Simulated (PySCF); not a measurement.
CH8FNSi2, SMILES C[SiH2][Si@@H](N)F.

The structure is a stationary point at PBE-D3(BJ)/def2-SVP. The structure was generated by enumeration; whether it is a known compound was not checked. One conformer was computed; it need not be the lowest.

Computed with PBE-D3(BJ)/def2-SVP (PySCF).

Frequencies are harmonic and unscaled.

```
mode  ν (cm⁻¹)  IR (km/mol)   moving atoms (share of kinetic energy)
----  --------  -----------  ---------------------------------------
1           45          0.2  H 30 %, C 26 %, Si 17 %, F 16 %, N 11 %
2           87          0.5  C 24 %, H 23 %, N 20 %, F 20 %, Si 13 %
3          138          1.0                   H 70 %, Si 15 %, N 9 %
4          179          0.9                  H 56 %, Si 22 %, N 10 %
5          199          3.1   F 37 %, Si 24 %, H 20 %, C 12 %, N 8 %
6          285         24.0          F 30 %, Si 29 %, H 26 %, N 15 %
7          325         27.0                                   H 92 %
8          401         46.0                   H 55 %, Si 37 %, N 8 %
9          426        106.2                  H 61 %, N 25 %, Si 10 %
10         445         13.2                          Si 49 %, H 47 %
11         576         21.8                                   H 95 %
12         646         44.3                           H 87 %, C 11 %
13         676         41.2                  H 46 %, C 31 %, Si 22 %
14         696         22.7                  H 66 %, Si 16 %, C 13 %
15         784        105.3          F 38 %, Si 26 %, H 20 %, N 15 %
16         820        201.4                                   H 81 %
17         848         53.5                  H 65 %, N 19 %, Si 10 %
18         858         24.8                           H 77 %, C 15 %
19         881         24.6                   H 57 %, Si 23 %, F 9 %
20         899         19.0                           H 88 %, Si 9 %
21         904        189.8           H 47 %, Si 31 %, N 13 %, F 8 %
22        1212          8.9                           H 80 %, C 20 %
23        1384          6.0                                   H 96 %
24        1388          2.5                                   H 96 %
25        1494         38.8                           H 89 %, N 10 %
26        2130         86.4                                   H 97 %
27        2151         90.0                                   H 97 %
28        2166        141.1                                   H 97 %
29        2979          3.8                                   H 97 %
30        3081          2.0                            H 91 %, C 9 %
31        3084          1.8                            H 91 %, C 9 %
32        3485         22.5                                   H 96 %
33        3582         27.0                            H 91 %, N 9 %
```
